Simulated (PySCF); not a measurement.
## Worked example: chemical shift, span and skew from a shielding tensor

Zn(F)(NMe2) (C2H6FNZn), SMILES C[N](C)[Zn][F]. Atoms are numbered in the order given.

```xyz
11

Zn    -0.6981     0.0018     0.0000
F     -2.4416     0.0174     0.0000
N      1.1087    -0.1620     0.0000
C      1.8779     0.0362    -1.2071
C      1.8779     0.0362     1.2071
H      2.7472    -0.6538    -1.2413
H      2.2899     1.0654    -1.3107
H      1.2739    -0.1667    -2.1069
H      2.2899     1.0654     1.3107
H      2.7472    -0.6538     1.2413
H      1.2739    -0.1667     2.1069
```
Charge 0, spin multiplicity 1.

Coordinates come from a B3LYP-D3(BJ)/def2-SVP optimisation. The structure was generated by enumeration; whether it is a known compound was not checked. Other conformers were not sampled.

GIAO shieldings from PBE/pcSseg-1 run with PySCF, non-relativistic, no solvent. The symmetric part of the tensor of N3 has the principal values 187.4, 216.4, 286.8 ppm. The same nucleus in NH3 has σ = 267.0 ppm at this level (PySCF, at its B3LYP-D3(BJ)/def2-TZVP geometry).

**Question.** Work out the isotropic shielding, the ¹⁵N shift against NH3, the span and the skew.

**Answer.** 
σ(iso) = (σ11 + σ22 + σ33)/3 = 230.2 ppm. δ = σ(ref) − σ(iso) = 267.0 − (230.2) = 36.8 ppm.
Span Ω = σ33 − σ11 = 99.4 ppm. Skew κ = 3(σ(iso) − σ22)/Ω = 0.42. Tumbling in solution averages the tensor to δ; in a static solid the shielding alone would spread this spin-1/2 line over Ω.
